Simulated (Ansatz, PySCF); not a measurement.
This triplet is an excited state, 0.90 eV above the relaxed singlet at the level frozen-core CCSD(T)/cc-pVTZ // PBE0-D3(BJ)/def2-TZVP (Ansatz, an electronic-structure program).

```xyz
7

C      3.2141     0.4944    -0.1394
N      2.2075    -0.1167    -0.0857
Si     0.7976    -1.1080    -0.0041
Si    -1.2383     0.0279     0.0512
H     -1.3002     0.9111     1.2439
H     -1.4149     0.8298    -1.1868
H     -2.2658    -1.0384     0.1347
```

Charge 0, multiplicity 3.

### Question
Give the Mulliken and meta-Löwdin atomic charges from PBE-D3(BJ)/def2-TZVP // PBE0-D3(BJ)/def2-TZVP in PySCF.

### Answer

| atom | Mulliken (e) | meta-Löwdin (e) |
|---|---|---|
| C1 | -0.23 | -0.09 |
| N2 | 0.04 | -0.26 |
| Si3 | 0.11 | 0.26 |
| Si4 | 0.06 | 0.24 |
| H5 | 0.01 | -0.05 |
| H6 | 0.01 | -0.05 |
| H7 | 0.01 | -0.05 |
